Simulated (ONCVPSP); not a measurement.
**Transferability test, ONCV potential for molybdenum (Mo)**

ONCVPSP 4.0.1 input, shortened (lines: element, Z, core and valence counts, functional; n l f; lmax; l rc ep ncon nbas qcut; lloc lpopt rc5 dvloc0; l nproj debl; icmod fcfact rcfact), PBE, fully relativistic:

```
  Mo 42.00    6    4        4      upf
    1    0    2.00
    2    0    2.00
    2    1    6.00
    3    0    2.00
    3    1    6.00
    3    2   10.00
    4    0    2.00
    4    1    6.00
    4    2    5.00
    5    0    1.00
    2
    0    2.10    0.00    4    8    4.60
    1    2.00    0.00    4    7    7.00
    2    2.45    0.00    4    9    6.30
    4    5    1.95    0.00
    0    2    0.50
    1    3    2.90
    2    3    1.60
    3    5.75    1.75
```

Open shells are filled in proportion to 2j + 1.

Energies are relative to the spin-unpolarised reference configuration 4s2 4p6 4d5 5s1; without spin polarisation the order of configurations can differ from experiment.

```csv
valence configuration,charge,ΔE all-electron (eV),error AE − PS (meV)
4s2 4p6 4d5 5s0,+1,6.891,-2.1
4s2 4p6 4d4 5s0,+2,22.352,-1.3
4s2 4p6 4d3 5s0,+3,49.093,+30
```

Problem. What are ΔE and the potential's error for 4s2 4p6 4d4 5s1 5p1?

Solution. ΔE = 3.736 eV all-electron; the error (AE − PS) is +3.9 meV.

Levels in the configuration 4s2 4p6 4d4 5s0:

```tsv
level	all-electron (eV)	pseudo (eV)
4s j=1/2	-82.718	-82.742
4p j=3/2	-55.935	-55.937
4p j=1/2	-58.451	-58.453
4d j=5/2	-20.724	-20.716
4d j=3/2	-20.975	-20.965
```
